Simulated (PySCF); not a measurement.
**Relaxing a trial structure of H2OSi3**

The starting geometry of this gas-phase singlet was optimised with GFN2-xTB.

| atom | x (Å) | y (Å) | z (Å) |
| --- | --- | --- | --- |
| O | 0.7599 | 0.1893 | 1.2091 |
| Si | -0.6160 | 1.1624 | 0.9254 |
| Si | 1.2313 | -0.5263 | -0.1893 |
| Si | 0.2548 | 1.2410 | -1.2714 |
| H | 1.9511 | -1.6752 | 0.3867 |
| H | -0.6488 | 0.5471 | -2.2786 |

**Question.** Predict what it relaxes into with PBE0-D3(BJ)/def2-SVP.

**Answer.** A new bond forms, giving a structure given below by its coordinates. Contacts that close: Si2–Si3 (2.74 → 2.50 Å).

The energy falls by 0.67 eV over 10 steps:

| step | E − E(last) (eV) |
| --- | --- |
| 1 | 0.674 |
| 2 | 0.232 |
| 3 | 0.053 |
| 4 | 0.025 |
| 5 | 0.008 |
| 6 | 0.002 |
| 7 | 0.000 |
| 8 | 0.000 |
| 9 | 0.000 |
| 10 | 0.000 |

Final geometry (Å):

```xyz
6

O     0.9158    0.4015    1.4633
Si   -0.6533    0.9666    0.9835
Si    1.2382   -0.3126   -0.0364
Si    0.1748    1.1675   -1.2891
H     1.6912   -1.7309    0.1320
H    -0.4390    0.4725   -2.4794
```

No frequencies were run, so the end isn't proven a minimum. Run with PySCF 2.14.0, 42 s on 2 threads of Arm Neoverse V1 (shared host).
